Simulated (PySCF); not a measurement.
# Electronic structure of Zn (zinc, neutral) at the UHF level

Configuration: [Ar] 3d10 4s2, closed-shell 1S. All numbers are calculated (PySCF 2.14, the non-relativistic Hamiltonian (point nucleus), in def2-TZVP).

* Total energy: -1777.807066 hartree
* One-electron energy: -2483.9752 hartree
* Hartree (Coulomb) energy: 775.8040 hartree
* Exchange energy: -69.6359 hartree
* Kinetic energy: 1777.75362 hartree
* ⟨S²⟩: 0.0000
* ⟨L²⟩: 0.000
* Sum of ⟨r⟩: 22.00 bohr
* Sum of ⟨r²⟩: 34.90 bohr²
* Density at the nucleus (Gaussians lack the cusp): 18000 bohr⁻³
* Langevin diamagnetic susceptibility: -27.6 ×10⁻⁶ cm³/mol
* Time after the integrals: 0.14 s of wall time on 1 thread of Intel(R) Xeon(R) 6975P-C (shared host)

```json
{"shell": "1s", "electrons": "2", "mean orbital energy (hartree)": "-353.30569", "rms radius, mean of both spins (bohr)": "0.0591"}
{"shell": "2s", "electrons": "2", "mean orbital energy (hartree)": "-44.36400", "rms radius, mean of both spins (bohr)": "0.248"}
{"shell": "2p", "electrons": "6", "mean orbital energy (hartree)": "-38.92712", "rms radius, mean of both spins (bohr)": "0.221"}
{"shell": "3s", "electrons": "2", "mean orbital energy (hartree)": "-5.63930", "rms radius, mean of both spins (bohr)": "0.742"}
{"shell": "3p", "electrons": "6", "mean orbital energy (hartree)": "-3.84098", "rms radius, mean of both spins (bohr)": "0.782"}
{"shell": "3d", "electrons": "10", "mean orbital energy (hartree)": "-0.78270", "rms radius, mean of both spins (bohr)": "1.00"}
{"shell": "4s", "electrons": "2", "mean orbital energy (hartree)": "-0.29275", "rms radius, mean of both spins (bohr)": "3.13"}
```
